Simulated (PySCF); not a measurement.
**How methods differ on the ionisation energy of Te**

Te [Kr] 4d10 5s2 5p4 (3P) → Te⁺ [Kr] 4d10 5s2 5p3 (4S), as a difference of total energies. Calculation: PySCF 2.14, in x2c-QZVPPall with one added diffuse shell each of s, p, d, f type (14s10p8d5f1g, 128 functions); the spin-free X2C one-electron Hamiltonian (Gaussian nucleus). Correlated levels: valence: [Kr] 4d10 frozen; valence and next inner shell: [Ar] 3d10 frozen. The calculations carry no spin-orbit coupling.

```tsv
method	ionisation energy (eV)
UHF	7.733
LDA	9.016
PBE	8.742
PBE0	8.738
r2SCAN	8.749
r2SCAN0	8.754
BHandHLYP	8.749
TPSS	8.735
MP2 (valence)	8.443
SCS-MP2 (valence)	8.520
MP2 (valence and next inner shell)	8.523
SCS-MP2 (valence and next inner shell)	8.566
```

**Question.** How much does correlation contribute at MP2 (valence and next inner shell)?

**Answer.** 8.523 − (7.733) = 0.790 eV, measured against UHF.

A first-order spin-orbit estimate (lowest level to lowest level, LS coupling) adds 0.233 eV.

Errors of the correlated levels include the incompleteness of this basis and the frozen core.

For comparison: 9.010 eV (measured; NIST Atomic Spectra Database, ionization energies).
